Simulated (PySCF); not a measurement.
CH7Ge2NO.
Numbering: `[O:1]=[CH:2][GeH2:3][NH:4][GeH3:5]` (hydrogens: H6 on C2; H7, H8 on Ge3; H9 on N4; H10, H11, H12 on Ge5)

Level of theory: PySCF 2.14.0, PBE0-D3(BJ)/def2-SVP geometry optimisation, gas phase.

Task: What internal coordinates does the optimisation give?

Result: 
```csv
bond,length (bohr),order
O1=C2,2.270,double
C2–Ge3,3.783,single
Ge3–N4,3.462,single
N4–Ge5,3.469,single
C2–H6,2.131,single
"Ge3–H7, Ge3–H8",2.914,single
N4–H9,1.918,single
"Ge5–H10, Ge5–H11, Ge5–H12",2.914,single
```

Bonds in one row agree within 0.02 bohr and their mean is given. Orders are formal, as drawn. A selection of angles:
```csv
angle,degrees
O1–C2–Ge3,122.1
O1–C2–H6,120.8
Ge3–C2–H6,117.1
C2–Ge3–N4,107.8
C2–Ge3–H7,107.6
C2–Ge3–H8,109.6
N4–Ge3–H7,114.0
N4–Ge3–H8,107.3
H7–Ge3–H8,110.4
Ge3–N4–Ge5,125.4
Ge3–N4–H9,116.0
Ge5–N4–H9,116.3
N4–Ge5–H10,112.6
N4–Ge5–H11,109.6
N4–Ge5–H12,105.3
H10–Ge5–H11,109.2
H11–Ge5–H12,110.5
```

Torsions: O1–C2–Ge3–N4 -159° (antiperiplanar); C2–Ge3–N4–Ge5 63° (synclinal). The mirror-image conformer, all signs reversed, is as good.

Ge5 (germanium bonded to N and 3 H) is distorted tetrahedral (angles from 105.3° to 112.6°). Ge3 (germanium bonded to C, N and 2 H) is distorted tetrahedral (angles from 107.3° to 114.0°). N4 (nitrogen bonded to 2 Ge and H) is almost planar (angles 125.4°, 116.3° and 116.0°, sum 357.7°, 0.13 Å off the plane of its three neighbours).

Point group: C1 (no symmetry element, even within 0.4 Å). No frequency check. The numbers are those of one conformer.
